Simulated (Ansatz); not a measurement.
Input file for Ansatz (a quantum-chemistry and plane-wave program): U-wB97X-V/def2-TZVPP on H2O2Pb (SMILES [OH][Pb][OH]), a point of a bond scan (R = 1.450 Å). Elements past Kr take the def2 small-core potentials; no spin–orbit coupling.

Ansatz 0.2 input:
```yaml
crystal:
  periodic: [false, false, false]
  atoms:
    - {symbol: Pb, position_ang: [0.05784747, -0.14199193, 0.22381656]}
    - {symbol: O, position_ang: [1.14579287, 1.30947280, -0.81344033]}
    - {symbol: H, position_ang: [0.39592382, 1.77444508, -1.96374431]}
    - {symbol: O, position_ang: [-1.53296568, 0.01324847, -1.15853494]}
    - {symbol: H, position_ang: [-2.29199006, -0.55788612, -0.99684579]}
basis:
  gaussian:
    orbitals: def2-TZVPP
hamiltonian:
  xc: {name: wB97X-V}
magnetization: {spin_polarized: true, initial_magnetization: 0}
```

Program output:

```
WARN ansatz: RAYON_NUM_THREADS=1 ignored (pool sized by the plan → 1); use --threads N
Functional definition: wB97X-V
integrals: 0.07 GiB planned
837 factors; their error is unknown
integrals: 0.10 GiB planned
231 factors; integrals over basis functions are off by at most 1.7e-5 eV
mean field: 0.88 GiB planned
mean field evaluation 1: about -9361.9199 eV, gradient 5.6e1 eV
mean field evaluation 2: about -9335.3309 eV, gradient 9.9e1 eV
mean field evaluation 4: about -9373.1411 eV, gradient 7.7e0 eV
mean field evaluation 8: about -9373.3386 eV, gradient 1.1e-1 eV
mean field evaluation 16: about -9373.3698 eV, gradient 2.8e-4 eV
mean field -9373.36977536 eV, -344.4649857462 hartree, gradient 2.8e-5 eV, S^2 0.000000; 0 other end points of the search recorded, 0 dependent functions left out
reference -9373.36977337 eV, -344.4649856732 hartree; 20, 20 occupied and 120, 120 virtual orbitals, 837 factors
Total energy: -9373.36977337 eV, -344.4649856732 hartree
```

Self-consistency was reached.

Cost: very roughly 9 core-seconds.
